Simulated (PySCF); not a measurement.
C2H5ClGeO.

```xyz
10

Cl    -2.0632    -0.4762     0.0000
Ge    -0.1025     0.4866     0.0000
C      1.3144    -0.3265     1.1470
O      2.1644    -0.4358     0.0000
C      1.3144    -0.3265    -1.1470
H     -0.3573     2.0092     0.0000
H      1.7945     0.2698     1.9385
H      1.0172    -1.3099     1.5560
H      1.0172    -1.3099    -1.5560
H      1.7945     0.2698    -1.9385
```

Geometry optimised at B3LYP-D3(BJ)/def2-SVP. The structure was generated by enumeration, and PubChem lists no compound with its InChIKey, so it may never have been made.

These are PBE/pcSseg-1 (PySCF) values and carry that method's errors. Non-relativistic, no solvent.

Computed absolute GIAO shielding of each atom: isotropic value and principal components (ppm):
```
atom  σ(iso)     σ11     σ22     σ33   span
----  ------  ------  ------  ------  -----
Cl1    868.1   730.8   896.0   977.6  246.9
Ge2   1189.9  1112.2  1194.8  1262.8  150.6
C3      86.8    20.6    81.6   158.2  137.6
O4     265.8   165.4   267.3   364.7  199.3
C5      86.8    20.6    81.6   158.2  137.6
H6      24.3    17.7    20.4    34.9   17.2
H7      26.1    21.9    25.2    31.1    9.2
H8      25.8    21.1    26.3    30.0    8.8
H9      25.8    21.1    26.3    30.0    8.8
H10     26.1    21.9    25.2    31.1    9.2
```
